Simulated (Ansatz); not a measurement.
Born–Oppenheimer molecular dynamics of FH7N2OSZr (13 atoms, charge 0, multiplicity 1). It starts at the highest image of a converged band, a first-order saddle point between two minima.

Theory: RKS PBE0-D4/def2-SVP (Ansatz).

```
ensemble                      : NVE (velocity Verlet)
time step                     : 0.5 fs
steps asked                   : 200
starting velocities drawn for : 100 K
seed                          : 9085
```

Frames 0.5 fs apart, positions in Å, forces in eV/Å.

Velocities at 85 fs (Å/ps):

```
Zr 1.20 -2.79 0.49
O -1.91 3.97 -1.21
H -1.15 6.67 -5.80
N -0.66 0.09 -0.44
H -4.90 13.31 -1.33
H -2.18 -2.99 2.56
N 1.15 -0.20 3.79
H 4.96 -7.93 3.50
H -5.86 1.26 11.97
F -0.24 2.22 -0.59
S -2.41 3.98 -2.32
H 3.56 3.94 -7.69
H 1.13 8.76 9.58
```

```xyz
13
Properties=species:S:1:pos:R:3:forces:R:3 time_fs=85 energy_less_start_eV=-0.025 T=118
Zr 0.147 -0.359 -0.096 0.11 0.36 -0.13
O -0.247 -0.037 2.149 0.38 -0.52 -0.19
H 0.021 0.821 2.505 0.08 -0.19 0.22
N 1.968 0.335 -0.669 -0.97 -0.45 0.52
H 2.810 -0.198 -0.813 0.42 -0.01 -0.16
H 1.892 1.161 -1.232 0.45 0.56 -0.50
N -0.797 1.405 -0.553 -0.40 0.04 0.11
H -1.753 1.442 -0.920 0.17 -0.16 0.01
H -0.539 2.372 -0.406 0.20 0.35 0.11
F -0.947 -1.504 -1.139 -0.33 -0.35 -0.37
S 1.407 -2.261 1.062 0.17 -0.39 0.53
H 0.380 -3.139 0.963 0.06 0.02 -0.02
H 0.373 -0.786 2.430 -0.33 0.74 -0.12
13
Properties=species:S:1:pos:R:3:forces:R:3 time_fs=85.5 energy_less_start_eV=-0.023 T=117
Zr 0.148 -0.360 -0.096 0.10 0.40 -0.13
O -0.248 -0.035 2.148 0.41 -0.50 -0.16
H 0.021 0.824 2.502 0.06 -0.20 0.21
N 1.968 0.335 -0.669 -1.13 -0.37 0.56
H 2.808 -0.191 -0.814 0.61 -0.14 -0.18
H 1.891 1.160 -1.231 0.43 0.61 -0.52
N -0.796 1.405 -0.551 -0.30 0.06 0.16
H -1.750 1.438 -0.918 0.09 -0.15 -0.02
H -0.542 2.373 -0.400 0.18 0.30 0.10
F -0.947 -1.503 -1.140 -0.35 -0.37 -0.39
S 1.406 -2.259 1.061 0.23 -0.37 0.55
H 0.382 -3.137 0.959 0.02 -0.01 -0.02
H 0.373 -0.781 2.435 -0.35 0.73 -0.14
13
Properties=species:S:1:pos:R:3:forces:R:3 time_fs=86 energy_less_start_eV=-0.025 T=118
Zr 0.148 -0.361 -0.096 0.09 0.43 -0.14
O -0.248 -0.034 2.148 0.40 -0.44 -0.14
H 0.020 0.826 2.500 0.05 -0.20 0.19
N 1.967 0.335 -0.669 -1.22 -0.25 0.54
H 2.808 -0.184 -0.815 0.74 -0.23 -0.19
H 1.892 1.161 -1.232 0.41 0.59 -0.49
N -0.796 1.405 -0.549 -0.18 0.12 0.21
H -1.748 1.433 -0.917 0.00 -0.13 -0.06
H -0.544 2.374 -0.393 0.15 0.22 0.08
F -0.947 -1.502 -1.140 -0.36 -0.38 -0.40
S 1.405 -2.257 1.060 0.30 -0.36 0.56
H 0.384 -3.135 0.955 -0.03 -0.05 -0.02
H 0.373 -0.774 2.439 -0.33 0.68 -0.13
13
Properties=species:S:1:pos:R:3:forces:R:3 time_fs=86.5 energy_less_start_eV=-0.031 T=122
Zr 0.149 -0.363 -0.096 0.08 0.46 -0.16
O -0.249 -0.032 2.147 0.35 -0.34 -0.14
H 0.020 0.829 2.498 0.03 -0.19 0.18
N 1.966 0.335 -0.669 -1.23 -0.11 0.45
H 2.809 -0.179 -0.817 0.78 -0.28 -0.18
H 1.893 1.163 -1.234 0.39 0.49 -0.41
N -0.795 1.405 -0.547 -0.05 0.20 0.28
H -1.745 1.429 -0.915 -0.10 -0.11 -0.10
H -0.546 2.377 -0.387 0.11 0.12 0.06
F -0.947 -1.501 -1.141 -0.37 -0.39 -0.41
S 1.403 -2.255 1.059 0.35 -0.35 0.57
H 0.385 -3.133 0.951 -0.07 -0.08 -0.03
H 0.371 -0.765 2.443 -0.27 0.58 -0.11
13
Properties=species:S:1:pos:R:3:forces:R:3 time_fs=87 energy_less_start_eV=-0.040 T=128
Zr 0.150 -0.364 -0.095 0.06 0.49 -0.17
O -0.250 -0.030 2.146 0.27 -0.20 -0.16
H 0.020 0.830 2.497 0.01 -0.17 0.17
N 1.966 0.335 -0.669 -1.14 0.04 0.31
H 2.812 -0.174 -0.819 0.73 -0.27 -0.16
H 1.896 1.166 -1.236 0.37 0.34 -0.30
N -0.795 1.405 -0.545 0.07 0.29 0.34
H -1.742 1.423 -0.914 -0.17 -0.09 -0.13
H -0.548 2.379 -0.380 0.07 0.00 0.03
F -0.948 -1.500 -1.141 -0.38 -0.40 -0.42
S 1.402 -2.253 1.058 0.41 -0.34 0.58
H 0.387 -3.131 0.947 -0.10 -0.11 -0.03
H 0.369 -0.755 2.447 -0.18 0.43 -0.06
13
Properties=species:S:1:pos:R:3:forces:R:3 time_fs=87.5 energy_less_start_eV=-0.048 T=133
Zr 0.150 -0.366 -0.095 0.05 0.51 -0.19
O -0.251 -0.028 2.146 0.16 -0.03 -0.19
H 0.020 0.832 2.496 -0.01 -0.14 0.16
N 1.964 0.334 -0.669 -0.95 0.17 0.12
H 2.817 -0.169 -0.822 0.58 -0.21 -0.12
H 1.899 1.170 -1.240 0.35 0.15 -0.15
N -0.794 1.405 -0.543 0.17 0.38 0.39
H -1.740 1.418 -0.913 -0.23 -0.07 -0.15
H -0.549 2.382 -0.373 0.02 -0.12 0.00
F -0.948 -1.499 -1.142 -0.39 -0.41 -0.43
S 1.401 -2.251 1.057 0.45 -0.34 0.58
H 0.388 -3.130 0.943 -0.13 -0.13 -0.03
H 0.366 -0.744 2.450 -0.06 0.24 0.01
13
Properties=species:S:1:pos:R:3:forces:R:3 time_fs=88 energy_less_start_eV=-0.053 T=137
Zr 0.151 -0.367 -0.095 0.02 0.53 -0.21
O -0.251 -0.026 2.145 0.03 0.15 -0.24
H 0.020 0.833 2.496 -0.03 -0.10 0.15
N 1.963 0.334 -0.669 -0.69 0.28 -0.08
H 2.824 -0.165 -0.825 0.37 -0.12 -0.06
H 1.903 1.175 -1.244 0.32 -0.05 0.00
N -0.794 1.405 -0.541 0.23 0.45 0.43
H -1.738 1.413 -0.912 -0.26 -0.04 -0.16
H -0.550 2.384 -0.367 -0.02 -0.23 -0.03
F -0.948 -1.498 -1.142 -0.40 -0.41 -0.44
S 1.400 -2.249 1.056 0.49 -0.35 0.59
H 0.390 -3.129 0.939 -0.15 -0.15 -0.03
H 0.364 -0.733 2.454 0.08 0.02 0.09
13
Properties=species:S:1:pos:R:3:forces:R:3 time_fs=88.5 energy_less_start_eV=-0.053 T=138
Zr 0.152 -0.368 -0.095 0.00 0.55 -0.24
O -0.252 -0.025 2.144 -0.11 0.33 -0.29
H 0.019 0.833 2.496 -0.04 -0.06 0.14
N 1.961 0.334 -0.669 -0.38 0.36 -0.29
H 2.831 -0.162 -0.828 0.12 -0.01 0.00
H 1.908 1.179 -1.248 0.29 -0.23 0.14
N -0.793 1.405 -0.539 0.26 0.49 0.45
H -1.737 1.407 -0.912 -0.25 -0.02 -0.15
H -0.552 2.386 -0.360 -0.06 -0.30 -0.05
F -0.949 -1.498 -1.143 -0.41 -0.42 -0.45
S 1.399 -2.248 1.055 0.51 -0.36 0.59
H 0.390 -3.128 0.935 -0.16 -0.15 -0.03
H 0.361 -0.721 2.458 0.22 -0.19 0.17
13
Properties=species:S:1:pos:R:3:forces:R:3 time_fs=89 energy_less_start_eV=-0.050 T=135
Zr 0.152 -0.369 -0.095 -0.03 0.57 -0.26
O -0.253 -0.023 2.143 -0.22 0.48 -0.33
H 0.019 0.834 2.496 -0.06 -0.01 0.13
N 1.960 0.334 -0.669 -0.06 0.41 -0.48
H 2.838 -0.158 -0.831 -0.14 0.10 0.07
H 1.913 1.183 -1.251 0.26 -0.38 0.26
N -0.793 1.406 -0.536 0.24 0.50 0.46
H -1.736 1.401 -0.912 -0.20 0.00 -0.14
H -0.554 2.387 -0.353 -0.09 -0.34 -0.07
F -0.949 -1.497 -1.144 -0.41 -0.42 -0.45
S 1.398 -2.246 1.054 0.53 -0.39 0.60
H 0.391 -3.128 0.930 -0.15 -0.15 -0.03
H 0.359 -0.710 2.462 0.35 -0.39 0.24
13
Properties=species:S:1:pos:R:3:forces:R:3 time_fs=89.5 energy_less_start_eV=-0.044 T=131
Zr 0.153 -0.371 -0.094 -0.06 0.59 -0.28
O -0.254 -0.021 2.142 -0.30 0.59 -0.35
H 0.019 0.835 2.497 -0.08 0.05 0.12
N 1.958 0.334 -0.669 0.25 0.44 -0.64
H 2.845 -0.154 -0.833 -0.38 0.19 0.14
H 1.919 1.186 -1.254 0.21 -0.48 0.35
N -0.792 1.406 -0.534 0.19 0.47 0.44
H -1.736 1.396 -0.912 -0.13 0.03 -0.11
H -0.555 2.387 -0.347 -0.11 -0.35 -0.08
F -0.950 -1.496 -1.144 -0.42 -0.42 -0.45
S 1.397 -2.244 1.053 0.53 -0.43 0.60
H 0.391 -3.127 0.926 -0.14 -0.13 -0.03
H 0.358 -0.700 2.467 0.45 -0.55 0.29
13
Properties=species:S:1:pos:R:3:forces:R:3 time_fs=90 energy_less_start_eV=-0.038 T=127
Zr 0.153 -0.372 -0.094 -0.10 0.62 -0.30
O -0.254 -0.019 2.142 -0.32 0.64 -0.34
H 0.018 0.835 2.498 -0.10 0.10 0.11
N 1.957 0.335 -0.669 0.52 0.44 -0.76
H 2.851 -0.150 -0.836 -0.57 0.24 0.20
H 1.926 1.187 -1.256 0.16 -0.54 0.41
N -0.792 1.406 -0.531 0.11 0.40 0.41
H -1.737 1.390 -0.913 -0.04 0.05 -0.07
H -0.558 2.387 -0.341 -0.12 -0.31 -0.09
F -0.950 -1.496 -1.145 -0.42 -0.42 -0.45
S 1.396 -2.242 1.052 0.52 -0.47 0.60
H 0.390 -3.128 0.921 -0.11 -0.11 -0.02
H 0.358 -0.691 2.473 0.48 -0.64 0.30
13
Properties=species:S:1:pos:R:3:forces:R:3 time_fs=90.5 energy_less_start_eV=-0.034 T=124
Zr 0.154 -0.373 -0.094 -0.14 0.64 -0.32
O -0.255 -0.017 2.140 -0.28 0.62 -0.30
H 0.017 0.836 2.499 -0.13 0.13 0.09
N 1.955 0.335 -0.669 0.73 0.42 -0.83
H 2.856 -0.145 -0.838 -0.71 0.27 0.25
H 1.933 1.188 -1.257 0.11 -0.53 0.43
N -0.791 1.407 -0.529 0.01 0.29 0.37
H -1.737 1.385 -0.914 0.06 0.07 -0.03
H -0.560 2.385 -0.335 -0.12 -0.24 -0.08
F -0.951 -1.495 -1.146 -0.42 -0.42 -0.45
S 1.395 -2.241 1.052 0.51 -0.52 0.61
H 0.390 -3.128 0.917 -0.08 -0.08 -0.02
H 0.359 -0.683 2.479 0.45 -0.66 0.28
```

Of the whole run (100 fs, mean temperature of the second half 136 K): The conserved energy stayed within 0.046 meV per atom of its start (net change 0.033 meV per atom), so the integration is sound. The kinetic energy rose, since the run started high on the potential surface and went downhill. A run of 0.1 ps of so small a system gives no equilibrium averages. The orbitals stay closed-shell, which can raise the energy where a bond breaks towards radicals; this wasn't checked here.

Run time: 10 min on 4 threads of Arm Neoverse V2 (shared host), peak memory 0.43 GiB.
